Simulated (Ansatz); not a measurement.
Basis sets compared for the cluster Cd₇Se₆Br₂. Charge 0, multiplicity 1. Geometry PBE-D4/def2-SVP. Ansatz on 2 threads of AMD EPYC 7R13 on a shared host and a share (18 GiB) of an NVIDIA H100 80GB HBM3; times are rough, and most runs start from earlier orbitals.

```xyz
15

Cd    1.1966   -0.9542    0.6075
Cd   -2.3385   -1.0393    0.4228
Cd   -0.6710    1.8754    1.3134
Cd    4.1364    0.1912   -1.2140
Cd   -0.2640   -0.4490    3.7196
Cd   -1.5362    1.2306   -1.9894
Cd    0.9301    1.4442   -2.9504
Se    1.5301   -1.3187   -1.9218
Se    1.5210    1.1491    2.2596
Se   -0.6855   -2.3317    1.9393
Se   -2.5058   -1.4172   -2.1895
Se   -0.4742   -2.6328   -2.4924
Se   -2.9573    1.6237    0.3301
Br   -1.0643    0.3734    5.9143
Br    3.1825    2.2551   -3.7491
```

In the def2 sets Cd takes a core potential; there is no spin–orbit coupling. Single mean-field runs in def2-SVP, def2-TZVP are fitted with def2-universal-jkfit. Another isomer (singlet) lies 0.25 eV lower at PBE0-D4/def2-TZVP; other spin states weren't run for this one.

Binding counts from free atoms (Cd singlet, Se triplet, Br doublet) in the same basis, without a counterpoise term.

| level | functions | energy (Eh) | HOMO (eV) | LUMO (eV) | binding per atom (eV) | wall time |
| --- | --- | --- | --- | --- | --- | --- |
| PBE-D4/def2-SVP (with forces) | 473 | -20727.0773 | -5.41 | -3.78 | 1.92 | 5.5 s |
| PBE0-D4/def2-SVP | 473 | -20727.6401 | -6.22 | -3.18 | 1.88 | 6 s |

(1) Estimate the rows for PBE-D4/def2-TZVP, PBE0-D4/def2-TZVP.

## Answers

(1) 
| level | functions | energy (Eh) | HOMO (eV) | LUMO (eV) | binding per atom (eV) | wall time |
| --- | --- | --- | --- | --- | --- | --- |
| PBE-D4/def2-TZVP | 664 | -20729.7537 | -5.46 | -3.81 | 1.89 | 4.4 s |
| PBE0-D4/def2-TZVP | 664 | -20730.3073 | -6.22 | -3.17 | 1.87 | 6.5 s |
